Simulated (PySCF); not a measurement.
## Polarisability and C₆ of Bi⁺ (bismuth, charge +1)

[Xe] 4f14 5d10 6s2 6p2, high-spin 3P determinant. Calculation: PySCF 2.14, in ANO-R2 (8s7p5d3f1g, 84 functions); scalar relativity by spin-free X2C-1e. Coupled (time-dependent) response in atomic units; α is the mean over directions. The basis has no added diffuse functions, which lowers α and C₆.

| method | mean α (bohr³) | α xx, yy, zz | C₆ (like pair) | S(−4) |
| --- | --- | --- | --- | --- |
| PBE0 | 22.41 | 19.52, 23.86, 23.86 | 205.9 | 119.4 |

S(−4) is the Cauchy moment in α(ω) = α(0) + S(−4) ω² + …

Spin-orbit coupling is absent.

α(iu) at PBE0:

```csv
u (hartree),α(iu) (bohr³)
0,22.41
0.0500,22.12
0.100,21.31
0.200,18.80
0.300,16.02
0.500,11.46
0.750,7.923
1.00,5.876
1.50,3.754
2.00,2.682
3.00,1.593
5.00,0.7438
```

A single London oscillator, α(iu) = α/(1 + u²/ω²), gives C₆ = (3/4) ω α². Matching the computed C₆ needs ω = 4 × 205.9 / (3 × 22.41²) = 0.547 hartree.

For an ion, C₆ is the dispersion term alone; charge-induced terms of lower order in 1/R come first.

The components differ because the open shell of this determinant is not spherical; for a pure term their mean is the scalar polarisability.

Spin-orbit coupling is strong in this species (close to jj coupling), so the high-spin LS determinant is a model state, not a physical level.
